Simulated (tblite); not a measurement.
Species: C4H10FGeN.
Numbering: `[CH2:1]=[CH:2][CH2:3][NH:4][Ge@H:5]([CH3:6])[F:7]` (hydrogens: H8, H9 on C1; H10 on C2; H11, H12 on C3; H13 on N4; H14 on Ge5; H15, H16, H17 on C6)

Computed with GFN2-xTB (tblite), gas phase: L-BFGS steps from a force-field or distance-geometry start until the largest atomic force falls under 0.01 eV/Å.

Step 16: E = -632.5613 eV
```
atom  x, y, z in Å  |  force x, y, z in eV/Å
C1     -3.1128    0.0070    0.4336    0.030   0.002   0.014
C2     -2.0440    0.7007    0.7782   -0.011  -0.028   0.018
C3     -0.7266    0.6086    0.0644   -0.029   0.067  -0.010
N4     -0.1394   -0.7299    0.1783   -0.096   0.015  -0.047
Ge5     1.4212   -1.0338   -0.7115    0.038  -0.057   0.117
C6      2.8600    0.2309   -0.1766    0.052   0.066   0.001
F7      0.9888   -0.6663   -2.3704    0.036   0.090  -0.004
H8     -3.0858   -0.6718   -0.4034   -0.035   0.025   0.034
H9     -4.0396    0.0921    0.9772    0.014  -0.053  -0.050
H10    -2.0761    1.3739    1.6259   -0.015  -0.021  -0.006
H11    -0.0590    1.3924    0.4473    0.037   0.010   0.046
H12    -0.8708    0.7886   -1.0044    0.001   0.004  -0.044
H13    -0.1603   -1.0395    1.1407    0.008  -0.038  -0.009
H14     1.6879   -2.5139   -0.8105    0.003   0.013   0.078
H15     2.4954    1.2411   -0.3496    0.002   0.023  -0.031
H16     3.0619    0.1212    0.8864   -0.006  -0.028  -0.027
H17     3.7921    0.1108   -0.7154   -0.029  -0.090  -0.082
```

Step 17: E = -632.5638 eV
```
atom  x, y, z in Å  |  force x, y, z in eV/Å
C1     -3.1130    0.0057    0.4321    0.033  -0.010   0.025
C2     -2.0441    0.6980    0.7797    0.001   0.022  -0.015
C3     -0.7262    0.6118    0.0641   -0.041   0.024   0.000
N4     -0.1435   -0.7302    0.1763   -0.073   0.056  -0.051
Ge5     1.4207   -1.0329   -0.7088    0.060  -0.029   0.172
C6      2.8652    0.2314   -0.1770   -0.003   0.017  -0.028
F7      0.9925   -0.6615   -2.3652    0.028   0.092  -0.036
H8     -3.0871   -0.6732   -0.4057   -0.032   0.044   0.051
H9     -4.0385    0.0897    0.9787    0.019  -0.059  -0.062
H10    -2.0790    1.3723    1.6270   -0.008  -0.036  -0.010
H11    -0.0554    1.3939    0.4506   -0.014  -0.032   0.009
H12    -0.8718    0.7890   -1.0061    0.015   0.029   0.007
H13    -0.1711   -1.0418    1.1379    0.018  -0.042  -0.011
H14     1.6826   -2.5121   -0.8045    0.011  -0.016   0.068
H15     2.4965    1.2385   -0.3539    0.012   0.054  -0.031
H16     3.0714    0.1257    0.8844   -0.008  -0.031   0.004
H17     3.7940    0.1076   -0.7195   -0.019  -0.083  -0.092
```

Step 18: E = -632.5668 eV
```
atom  x, y, z in Å  |  force x, y, z in eV/Å
C1     -3.1125    0.0039    0.4307    0.024  -0.023   0.032
C2     -2.0442    0.6953    0.7812    0.010   0.081  -0.049
C3     -0.7264    0.6161    0.0638   -0.038  -0.030   0.009
N4     -0.1500   -0.7299    0.1733   -0.025   0.072  -0.038
Ge5     1.4207   -1.0320   -0.7026    0.055   0.021   0.174
C6      2.8712    0.2324   -0.1779   -0.056  -0.035  -0.050
F7      0.9978   -0.6533   -2.3597    0.032   0.078  -0.031
H8     -3.0894   -0.6742   -0.4076   -0.019   0.048   0.047
H9     -4.0367    0.0857    0.9795    0.008  -0.059  -0.057
H10    -2.0828    1.3696    1.6282    0.002  -0.040  -0.001
H11    -0.0510    1.3947    0.4549   -0.070  -0.067  -0.031
H12    -0.8728    0.7900   -1.0081    0.028   0.062   0.058
H13    -0.1836   -1.0449    1.1340    0.020  -0.037  -0.024
H14     1.6769   -2.5100   -0.7953    0.019  -0.053   0.056
H15     2.4979    1.2363   -0.3599    0.033   0.075  -0.028
H16     3.0826    0.1306    0.8819   -0.005  -0.026   0.026
H17     3.7955    0.1017   -0.7263   -0.017  -0.066  -0.091
```

Step 19: E = -632.5703 eV
```
atom  x, y, z in Å  |  force x, y, z in eV/Å
C1     -3.1114    0.0016    0.4297    0.006  -0.031   0.033
C2     -2.0444    0.6935    0.7820    0.005   0.123  -0.072
C3     -0.7274    0.6207    0.0637   -0.025  -0.075   0.010
N4     -0.1581   -0.7286    0.1691    0.035   0.053  -0.006
Ge5     1.4213   -1.0307   -0.6924    0.026   0.064   0.110
C6      2.8772    0.2331   -0.1798   -0.082  -0.065  -0.053
F7      1.0050   -0.6419   -2.3535    0.044   0.050   0.010
H8     -3.0923   -0.6746   -0.4092    0.003   0.035   0.022
H9     -4.0344    0.0799    0.9794   -0.015  -0.052  -0.033
H10    -2.0873    1.3657    1.6296    0.013  -0.027   0.019
H11    -0.0469    1.3943    0.4594   -0.115  -0.079  -0.060
H12    -0.8735    0.7924   -1.0092    0.035   0.097   0.087
H13    -0.1974   -1.0488    1.1285    0.014  -0.029  -0.038
H14     1.6708   -2.5080   -0.7828    0.026  -0.082   0.044
H15     2.5004    1.2348   -0.3672    0.060   0.074  -0.022
H16     3.0954    0.1357    0.8789    0.001  -0.013   0.025
H17     3.7960    0.0930   -0.7360   -0.032  -0.044  -0.077
```

**Question.** Estimate the geometry and energy of step 20. (The exact step hangs on the optimiser's Hessian estimate; all steps are aligned on step 19, rigid shifts and turns removed.)

**Answer.** E = -632.5739 eV, largest force 0.156 eV/Å
```
atom  x, y, z in Å  |  force x, y, z in eV/Å
C1     -3.1099   -0.0011    0.4293   -0.017  -0.028   0.027
C2     -2.0451    0.6935    0.7816   -0.018   0.127  -0.069
C3     -0.7291    0.6246    0.0639   -0.012  -0.089   0.004
N4     -0.1659   -0.7264    0.1643    0.087   0.005   0.033
Ge5     1.4222   -1.0287   -0.6796   -0.012   0.070   0.002
C6      2.8824    0.2330   -0.1827   -0.070  -0.058  -0.033
F7      1.0138   -0.6287   -2.3463    0.059   0.016   0.062
H8     -3.0954   -0.6744   -0.4105    0.032   0.013  -0.015
H9     -4.0324    0.0725    0.9785   -0.041  -0.038   0.001
H10    -2.0917    1.3611    1.6315    0.024  -0.002   0.039
H11    -0.0445    1.3925    0.4632   -0.129  -0.061  -0.063
H12    -0.8734    0.7966   -1.0086    0.032   0.125   0.077
H13    -0.2117   -1.0533    1.1215    0.002  -0.024  -0.038
H14     1.6650   -2.5072   -0.7685    0.028  -0.082   0.037
H15     2.5044    1.2343   -0.3753    0.087   0.049  -0.014
H16     3.1088    0.1409    0.8754    0.005   0.002   0.004
H17     3.7953    0.0828   -0.7476   -0.056  -0.023  -0.053
```

The energy changes by -0.0036 eV. The first-order estimate −F·Δx gives -0.0049 eV and the mean of the old and new forces, exact on a quadratic surface, -0.0036 eV. The step makes an angle of 73° with the force vector and moves no atom by more than 0.017 Å.

The cost below is that of the whole relaxation. The run took 2.4 s of wall time on one thread, Arm Neoverse N1 (aarch64) (shared host).
